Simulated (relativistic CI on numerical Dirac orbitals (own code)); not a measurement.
# Au⁵⁺: 4f photoemission

Computed with this model: Dirac-Coulomb-Breit CI, separate exchange-only KLI orbitals for each configuration, QED by a radiative potential, valence Slater integrals scaled by 0.8, multiplet model of photoemission in the sudden approximation; configurations [Xe] 4f14 5d6 → [Xe] 4f13 5d6; 300 K; Lorentzian 0.35 eV and Gaussian 0.5 eV FWHM. Energies are those of the free ion, without screening or charge transfer. The energies are binding energies and can lie tens of eV above those of solids. S is read from ⟨S²⟩ = S(S + 1).

Computed curve for free ion, scaled to 100 at the maximum (points under 2 are left out and the grid is thinned):

Energy (eV), Intensity and a bar:
```
    160.5        2.0 
    160.7        2.4 
    160.8        2.7 
    161.0        3.4 
    161.2        4.4 #
    161.3        5.2 #
    161.5        7.6 ##
    161.7       12.9 ###
    161.9       24.9 #######
    162.0       34.6 ##########
    162.2       56.6 #################
    162.4       69.2 #####################
    162.5       71.4 #####################
    162.7       79.2 ########################
    162.9       94.3 ############################
    163.0       99.2 ##############################
    163.2       97.0 #############################
    163.4       83.4 #########################
    163.6       66.6 ####################
    163.7       59.1 ##################
    163.9       46.6 ##############
    164.1       35.0 ##########
    164.2       29.2 ########
    164.4       19.4 #####
    164.6       13.8 ####
    164.7       12.5 ###
    164.9       11.6 ###
    165.1       11.8 ###
    165.2       12.1 ###
    165.4       13.8 ####
    165.6       18.1 #####
    165.8       26.0 #######
    165.9       31.1 #########
    166.1       41.0 ############
    166.3       47.0 ##############
    166.4       48.0 ##############
    166.6       46.1 ##############
    166.8       41.9 ############
    166.9       41.3 ############
    167.1       46.5 ##############
    167.3       55.3 ################
    167.4       57.5 #################
    167.6       55.9 #################
    167.8       49.9 ###############
    168.0       41.5 ############
    168.1       36.7 ###########
    168.3       26.9 ########
    168.5       18.5 #####
    168.6       15.4 ####
    168.8       11.4 ###
    169.0        8.8 ##
    169.1        7.6 ##
    169.3        5.4 #
    169.5        4.0 #
    169.7        3.4 
    169.8        3.3 
    170.0        3.1 
    170.2        2.9 
    170.3        2.7 
    170.5        2.2
```

The ground state has S = 1.76, and the centroid lies at 164.88 eV.
